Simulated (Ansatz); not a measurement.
Cartesian coordinates in Å:
```
O 2.995 -0.644 0.872
Zn 1.521 0.278 0.521
N 0.178 1.517 0.253
B -1.078 1.133 -0.198
Si -1.268 -0.854 -0.515
H 2.918 -1.589 0.725
H 0.336 2.499 0.430
H -1.953 1.938 -0.374
H -2.235 -1.577 0.358
H -1.513 -1.285 -1.920
H 0.100 -1.416 -0.153
```

Charge 0, multiplicity 1.

Problem. List the CAM-B3LYP/def2-TZVPP orbital energies in eV (Ansatz 0.2.0). (Best estimate.)

Solution. Computed: Occupied: -9452.04, -1800.65, -1151.12, -1014.56, -1014.56, -1014.44, -521.74, -391.49, -185.36, -145.28, -134.09, -100.64, -100.60, -100.55, -90.41, -90.38, -90.21, -28.05, -25.20, -17.53, -17.04, -16.47, -16.38, -16.32, -16.32, -15.22, -13.90, -13.61, -11.69, -11.34, -11.33, -10.33, -10.24, -9.61, -9.15. Lowest empty: 0.23, 0.40, 0.89, 0.99, 1.65, 2.05, 2.44, 2.90.
